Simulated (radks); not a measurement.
All-electron atom: Ce3+ in [Xe] 4f1 (the NIST ground configuration).

All-electron calculation, scalar-relativistic Kohn-Sham, exchange-only PBE, spin-unpolarised, spherical densities, point nucleus. Program: a radial shooting solver on a logarithmic mesh with Libxc functionals.

Energy parts (hartree):
part                   energy
total              -8856.0553
kinetic             9390.1145
electron-nucleus  -21411.0457
Hartree             3370.3526
exchange            -205.4768

Orbitals (lengths in bohr, moments of r in powers of bohr):
| orbital | occ. | eigenvalue (hartree) | <r^4> | <1/r> |
|---|---|---|---|---|
| 1s | 2 | -1480.814 | 1.775e-06 | 63.35 |
| 2s | 2 | -237.7882 | 0.0002930 | 14.60 |
| 2p | 6 | -213.0458 | 0.0002145 | 13.83 |
| 3s | 2 | -51.83481 | 0.01191 | 5.300 |
| 3p | 6 | -43.96785 | 0.01245 | 5.018 |
| 3d | 10 | -32.79581 | 0.01034 | 4.760 |
| 4s | 2 | -11.13222 | 0.3051 | 2.211 |
| 4p | 6 | -8.56445 | 0.4005 | 2.040 |
| 4d | 10 | -4.87017 | 0.6708 | 1.778 |
| 4f | 1 | -1.00248 | 5.399 | 1.227 |
| 5s | 2 | -2.29171 | 9.365 | 0.8798 |
| 5p | 6 | -1.64121 | 16.79 | 0.7579 |

The highest occupied level is 4f at -27.279 eV. For comparison, the ionisation energy in NIST's Atomic Spectra Database is 36.91 eV (semi-empirical). In exact Kohn-Sham theory the highest level is minus the ionisation energy, but local and semilocal functionals leave it too shallow, through self-interaction and a potential that decays too fast; potentials with the right tail come closer. Summed over all electrons, <r^2> = 38.64 bohr^2, which gives a Langevin (diamagnetic) susceptibility term of -30.6 x 10^-6 cm^3/mol.

Beside tabulated values, note that spin-unpolarised runs miss the spin-polarisation part of the exchange energy of open shells.
